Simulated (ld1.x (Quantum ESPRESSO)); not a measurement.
# Ranking RRKJ potentials for iridium

All share these settings but for the change named:

iridium, norm-conserving RRKJ (Kleinman–Bylander form), made with ld1.x (Quantum ESPRESSO) 7.5 (PBEsol, fully relativistic). Core [Xe] 4f14, reference 5d7 6s2 6p0. Waves: 6p (bound, empty): rc 3.75 bohr; 5d (bound): rc 2.15 bohr; 6s (bound): rc 2.20 bohr. Local part: the s channel. Core correction: a·sin(br)/r model core inside 2.15 bohr. rho0 = 0.01.

Open shells are filled in proportion to 2j + 1 (rel_dist='average').

Test errors are all-electron minus pseudo excitation energies from the reference, over 5d7 6s1 6p0; 5d7 6s0 6p0; 5d6 6s0 6p0; 5d8 6s1 6p0; 5d7 6s0 6p2; 5d7 6s0 6p1; 5d8 6s0 6p0. None of these files shows a bound ghost.

The base gives 161.9 meV.

Of 7 variants that were run, those that failed, showed a ghost or another fault, or gave nearly equal values are left out.

A variant can come out equal or close to the base, since the largest error may sit in a test that the change hardly touches while other tests move.

Q: Rank these variants by their largest absolute test error, smallest first.
A. core correction a·sin(br)/r model core inside 2.56 bohr
B. core correction none
C. core correction a·sin(br)/r model core inside 1.68 bohr

A: B (66.1 meV), A (133.7 meV), C (154.5 meV).
